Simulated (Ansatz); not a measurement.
`[SiH3][GeH2][CH2]S` → `S[CH2][GeH3]` + `[SiH2]` at 298.15 K and 1 bar (silylene loss).

Program: Ansatz. Geometries: PBE0-D4/def2-TZVP. ΔE: electronic, gas phase. CCSD(T)/CBS adds triple-zeta CCSD(T) − MP2 to the extrapolated MP2 energy (def2 sets, frozen cores). This one scheme is used for every species. For Ge outer-core shells are correlated without core-valence functions, which leaves a few kJ/mol of doubt a bond. Scalar relativity is left out up to krypton. Each species was taken in one conformer, which may not be the lowest.

```csv
species,CCSD(T)/CBS energy (Eh),H − E (kJ/mol),S (J/(mol·K))
`[SiH3][GeH2][CH2]S`,-2805.82258,227.2,381.4
`S[CH2][GeH3]`,-2515.53503,174.7,320.5
`[SiH2]`,-290.19011,40.6,207.5
```

H − E and S are ideal-gas, rigid-rotor, harmonic terms from PBE0-D4/def2-TZVP, for one conformer and one mirror image of each species. 1 Eh = 2625.50 kJ/mol, R = 8.31446 J/(mol·K).

Task: By hand: ΔE, ΔH, ΔS and ΔG.

Result: ΔE = (-2515.53503) + (-290.19011) − (-2805.82258) = 0.09744 Eh = 255.8 kJ/mol. Δ(H − E) = 174.7 + 40.6 − 227.2 = -11.9, so ΔH = 243.9 kJ/mol. ΔS = 320.5 + 207.5 − 381.4 = 146.6 J/(mol·K). ΔG = 243.9 − 298.15 × (146.6)/1000 = 200.2 kJ/mol.

Task: By hand: the equilibrium constant, and the temperature at which ΔG would vanish if ΔH and ΔS stayed fixed.

Result: log₁₀ K = −ΔG/(RT ln 10) = -35.1. ΔG = 0 at ΔH/ΔS = 1664 K.

The number of gas molecules changes by +1, which sets the sign of ΔS. A doubt of 5 kJ/mol in ΔE shifts log₁₀ K by 0.9 here. Other conformers and mirror images would add mixing entropy, several J/(mol·K) or more a flexible species. Modes under 60 cm⁻¹, often nearly free rotors, make the harmonic entropy too high. These are equilibria of isolated gas molecules and say nothing of rates. Largest T1 diagnostic: 0.014 (customary marks: 0.02 for closed shells, 0.045 for open ones).
